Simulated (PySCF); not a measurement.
CH₅BOS. Atoms are numbered in the order given.

```xyz
9

B      0.1171     0.4061     0.0000
C     -1.0738     1.4425     0.0000
H     -1.0122     2.0993    -0.8863
H     -1.0122     2.0993     0.8863
H     -2.0684     0.9733     0.0000
O      1.4274     0.7801     0.0000
H      1.5494     1.7381     0.0000
S     -0.2531    -1.3771     0.0000
H      1.0314    -1.8034     0.0000
```

Geometry optimised at B3LYP-D3(BJ)/def2-SVP. The values are those of a single conformer.

Level of theory: HF/def2-TZVP (PySCF).

ESP charges are fitted to the potential on shells at 1.4 to 2.0 van der Waals radii. Atomic charges (e):

```
atom  ESP fit         IAO
----  -------  ----------
B1       0.65        0.40
C2      -0.76       -0.55
H3       0.17  (withheld)
H4       0.17  (withheld)
H5       0.23  (withheld)
O6      -0.75  (withheld)
H7       0.47  (withheld)
S8      -0.40       -0.10
H9       0.22        0.07
```

Task: Complete the blanks. (An estimate is asked for; the answer gives what the named calculation found.)

Result: 
- H3, IAO: 0.14
- H4, IAO: 0.14
- H5, IAO: 0.14
- O6, IAO: -0.61
- H7, IAO: 0.37

Computed Mayer and Wiberg (Löwdin basis) orders of the bonds:
```json
[
 {"bond": "B1–C2", "Mayer": "1.02", "Wiberg": "1.32"},
 {"bond": "C2–H3", "Mayer": "0.96", "Wiberg": "0.86"},
 {"bond": "C2–H4", "Mayer": "0.96", "Wiberg": "0.86"},
 {"bond": "C2–H5", "Mayer": "0.97", "Wiberg": "0.88"},
 {"bond": "B1–O6", "Mayer": "1.23", "Wiberg": "1.97"},
 {"bond": "O6–H7", "Mayer": "0.86", "Wiberg": "0.94"},
 {"bond": "B1–S8", "Mayer": "1.28", "Wiberg": "1.86"},
 {"bond": "S8–H9", "Mayer": "0.96", "Wiberg": "0.97"}
]
```
